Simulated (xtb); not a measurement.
Br4Sn, triplet, from a rough starting geometry (GFN-xTB shapes and energies of metal compounds can be far from the true ones) (a higher spin typed on purpose: for a closed-shell molecule this is an excited state); xtb with GFN2-xTB.

xtb was given this input:
```
$ xtb mol.xyz --gfn 2 --uhf 2 --opt vtight --json

# file mol.xyz
5

Br    -0.89750144     2.30170621    -0.78267832
Sn     0.00406367     0.00746572    -0.03487777
Br    -1.75383352    -1.83093964    -0.40109519
Br     0.54393730     0.12590296     2.45782100
Br     2.11534743    -0.55181669    -1.34716563
```

It wrote (shortened):

```
   ID    Z sym.   atoms
    1   35 Br     1, 3-5
    2   50 Sn     2

           -------------------------------------------------
          |                Calculation Setup                |
           -------------------------------------------------

           -------------------------------------------------
          |                 G F N 2 - x T B                 |
           -------------------------------------------------

          ...................................................
          :                      SETUP                      :
          :.................................................:
          :  # basis functions                  50          :
          :  # atomic orbitals                  45          :
          :  # shells                           15          :
          :  # electrons                        32          :
          :  max. iterations                   250          :
          :  Hamiltonian                  GFN2-xTB          :
          :  restarted?                      false          :
          :  GBSA solvation                  false          :
          :  PC potential                    false          :
          :  electronic temp.          300.0000000     K    :
          :  accuracy                    1.0000000          :
          :  -> integral cutoff          0.2500000E+02      :
          :  -> integral neglect         0.1000000E-07      :
          :  -> SCF convergence          0.1000000E-05 Eh   :
          :  -> wf. convergence          0.1000000E-03 e    :
          :  Broyden damping             0.4000000          :
          :  net charge                          0          :
          :  unpaired electrons                  2          :
          ...................................................

 iter      E             dE          RMSdq      gap      omega  full diag
   1    -16.3707665 -0.163708E+02  0.140E+01    3.67       0.0  T
   2    -13.7227252  0.264804E+01  0.179E+01    6.52       1.0  T
   3    -18.4570911 -0.473437E+01  0.654E+00    6.39       1.0  T
   4    -18.5498616 -0.927705E-01  0.530E+00    6.19       1.0  T
   5    -18.5749489 -0.250873E-01  0.443E+00    6.10       1.0  T
   6    -18.5053999  0.695490E-01  0.615E+00    6.04       1.0  T
   7    -18.5569073 -0.515074E-01  0.465E+00    6.04       1.0  T
   8    -18.5138569  0.430504E-01  0.554E+00    6.10       1.0  T
   9    -18.5473947 -0.335378E-01  0.416E+00    6.19       1.0  T
  10    -18.5600516 -0.126569E-01  0.335E+00    6.27       1.0  T
  11    -18.5748297 -0.147782E-01  0.254E+00    6.29       1.0  T
  12    -18.5765476 -0.171787E-02  0.240E+00    6.29       1.0  T
  13    -18.5836942 -0.714660E-02  0.162E+00    6.29       1.0  T
  14    -18.5877237 -0.402952E-02  0.127E+00    6.28       1.0  T
  15    -18.5882285 -0.504736E-03  0.891E-01    6.28       1.0  T
  16    -18.5881103  0.118137E-03  0.838E-01    6.27       1.0  T
  17    -18.5886340 -0.523648E-03  0.613E-01    6.28       1.0  T
  18    -18.5892965 -0.662529E-03  0.340E-01    6.28       1.0  T
  19    -18.5891839  0.112603E-03  0.406E-01    6.28       1.0  T
  20    -18.5895093 -0.325402E-03  0.157E-01    6.29       1.0  T
  21    -18.5895396 -0.302727E-04  0.602E-02    6.29       1.0  T
  22    -18.5895482 -0.858481E-05  0.236E-02    6.29       1.9  T
  23    -18.5895489 -0.698014E-06  0.141E-02    6.29       3.2  T
  24    -18.5895486  0.265387E-06  0.187E-02    6.29       2.4  T
  25    -18.5895470  0.162990E-05  0.294E-02    6.29       1.5  T
  26    -18.5895481 -0.114597E-05  0.183E-02    6.29       2.4  T
  27    -18.5895485 -0.407722E-06  0.136E-02    6.29       3.3  T
  28    -18.5895487 -0.226646E-06  0.104E-02    6.29       4.3  T
  29    -18.5895489 -0.140409E-06  0.711E-03    6.29       6.3  T
  30    -18.5895490 -0.964349E-07  0.352E-03    6.29      12.7  T
  31    -18.5895490 -0.233810E-07  0.169E-03    6.29      26.4  T
  32    -18.5895490 -0.551842E-08  0.709E-04    6.29      63.1  T
  33    -18.5895490 -0.105314E-08  0.166E-04    6.29     270.0  T

   *** convergence criteria satisfied after 33 iterations ***

 transition dipole moment (au) for excitation:          16          17
     X       Y       Z
   0.0050   0.0128   0.0006  total (au/Debye):    0.014   0.035
 dE (eV)             :    1.402
 oscillator strength :  0.91845E-05

         :::::::::::::::::::::::::::::::::::::::::::::::::::::
         ::                     SUMMARY                     ::
         :::::::::::::::::::::::::::::::::::::::::::::::::::::
         :: total energy             -18.584342409466 Eh    ::
         :: gradient norm              0.049638206760 Eh/a0 ::
         :: HOMO-LUMO gap              6.289017877138 eV    ::
         ::.................................................::
         :: SCC energy               -18.589539525813 Eh    ::
         :: -> isotropic ES           -0.018668358890 Eh    ::
         :: -> anisotropic ES          0.006378035127 Eh    ::
         :: -> anisotropic XC         -0.008054369258 Eh    ::
         :: -> dispersion             -0.007945842087 Eh    ::
         :: repulsion energy           0.005197116346 Eh    ::
         :: add. restraining           0.000000000000 Eh    ::
         :: total charge               0.000000000000 e     ::
         :::::::::::::::::::::::::::::::::::::::::::::::::::::

      -----------------------------------------------------------
     |                   =====================                   |
     |                        A N C O P T                        |
     |                   =====================                   |
     |               Approximate Normal Coordinate               |
     |                Rational Function Optimizer                |
      -----------------------------------------------------------
      -----------------------------------------------------------
     |                   =====================                   |
[...]
 * total energy  :   -18.5843424 Eh     change        0.1354081E-09 Eh
 * total energy  :   -18.5975881 Eh     change       -0.1324570E-01 Eh
 * total energy  :   -18.5980807 Eh     change       -0.4925804E-03 Eh
 * total energy  :   -18.5981267 Eh     change       -0.4597697E-04 Eh
 * total energy  :   -18.5981286 Eh     change       -0.1896988E-05 Eh
 * total energy  :   -18.5981299 Eh     change       -0.1360119E-05 Eh
 * total energy  :   -18.5981306 Eh     change       -0.6876793E-06 Eh
 * total energy  :   -18.5981307 Eh     change       -0.1057570E-06 Eh
 * total energy  :   -18.5981308 Eh     change       -0.7370713E-07 Eh
   *** GEOMETRY OPTIMIZATION CONVERGED AFTER 9 ITERATIONS ***
[...]
 dE (eV)             :    0.742
 oscillator strength :  0.16500E-09

         :::::::::::::::::::::::::::::::::::::::::::::::::::::
         ::                     SUMMARY                     ::
         :::::::::::::::::::::::::::::::::::::::::::::::::::::
         :: total energy             -18.598130794606 Eh    ::
         :: gradient norm              0.000033959381 Eh/a0 ::
         :: HOMO-LUMO gap              5.939686110444 eV    ::
         ::.................................................::
         :: SCC energy               -18.599521786108 Eh    ::
         :: -> isotropic ES           -0.020535396945 Eh    ::
         :: -> anisotropic ES          0.003965164538 Eh    ::
         :: -> anisotropic XC         -0.003453571912 Eh    ::
         :: -> dispersion             -0.007470458549 Eh    ::
         :: repulsion energy           0.001390991503 Eh    ::
         :: add. restraining           0.000000000000 Eh    ::
         :: total charge               0.000000000000 e     ::
         :::::::::::::::::::::::::::::::::::::::::::::::::::::

           -------------------------------------------------
          |                Property Printout                |
           -------------------------------------------------

    * Orbital Energies and Occupations

         #    Occupation            Energy/Eh            Energy/eV
      -------------------------------------------------------------
         1        2.0000           -0.9117454             -24.8099
       ...           ...                  ...                  ...
         5        2.0000           -0.8463095             -23.0293
         6        2.0000           -0.4887411             -13.2993
         7        2.0000           -0.4887201             -13.2988
         8        2.0000           -0.4887134             -13.2986
         9        2.0000           -0.4709641             -12.8156
        10        2.0000           -0.4709503             -12.8152
        11        1.9955           -0.4651964             -12.6586
        12        1.9954           -0.4651854             -12.6583
        13        1.9953           -0.4651643             -12.6578
        14        1.6715           -0.4607463             -12.5375
        15        1.6712           -0.4607451             -12.5375
        16        1.6711           -0.4607447             -12.5375
        17        1.0000           -0.4334836             -11.7957 (HOMO)
        18                         -0.2152042              -5.8560 (LUMO)
        19                         -0.2150134              -5.8508
        20                         -0.2149892              -5.8502
        21                         -0.0931178              -2.5339
        22                         -0.0930153              -2.5311
        23                         -0.0175510              -0.4776
        24                         -0.0175431              -0.4774
        25                         -0.0175139              -0.4766
        26                         -0.0085602              -0.2329
        27                         -0.0085568              -0.2328
        28                         -0.0085553              -0.2328
       ...                                ...                  ...
        45                          0.6877109              18.7136
      -------------------------------------------------------------
                  HL-Gap            0.2182794 Eh            5.9397 eV
             Fermi-level           -0.3922056 Eh          -10.6725 eV

     #   Z          covCN         q      C6AA      α(0)
     1  35 Br       0.792    -0.139   188.467    22.133
     2  50 Sn       3.170     0.555   345.933    35.921
     3  35 Br       0.793    -0.139   188.467    22.133
     4  35 Br       0.793    -0.139   188.463    22.133
     5  35 Br       0.793    -0.139   188.464    22.133

 Mol. C6AA /au·bohr⁶  :       5379.638802
 Mol. C8AA /au·bohr⁸  :     413876.533609
 Mol. α(0) /au        :        124.454957

Wiberg/Mayer (AO) data.
largest (>0.10) Wiberg bond orders for each atom

 ---------------------------------------------------------------------------
     #   Z sym  total        # sym  WBO       # sym  WBO       # sym  WBO
 ---------------------------------------------------------------------------
     1  35 Br   1.019 --     2 Sn   0.652     3 Br   0.123     5 Br   0.123
                             4 Br   0.122
     2  50 Sn   2.609 --     4 Br   0.653     5 Br   0.653     3 Br   0.652
                             1 Br   0.652
     3  35 Br   1.019 --     2 Sn   0.652     1 Br   0.123     5 Br   0.123
                             4 Br   0.122
     4  35 Br   1.020 --     2 Sn   0.653     1 Br   0.122     3 Br   0.122
                             5 Br   0.122
     5  35 Br   1.020 --     2 Sn   0.653     1 Br   0.123     3 Br   0.123
                             4 Br   0.122
 ---------------------------------------------------------------------------

Topologies differ in total number of bonds
Writing topology from bond orders to xtbtopo.mol

molecular dipole:
                 x           y           z       tot (Debye)
 q only:       -0.001       0.000      -0.001
   full:       -0.004       0.001      -0.004       0.014
molecular quadrupole (traceless):
                xx          xy          yy          xz          yz          zz
 q only:       -0.008      -0.001      -0.010      -0.005       0.004       0.018
  q+dip:       -0.012       0.002       0.001      -0.005       0.002       0.011
   full:       -0.016       0.003       0.003      -0.007       0.002       0.013

optimized geometry written to: xtbopt.xyz

           -------------------------------------------------
          | TOTAL ENERGY              -18.598130794606 Eh   |
          | GRADIENT NORM               0.000033959381 Eh/α |
          | HOMO-LUMO GAP               5.939686110444 eV   |
           -------------------------------------------------

normal termination of xtb
```
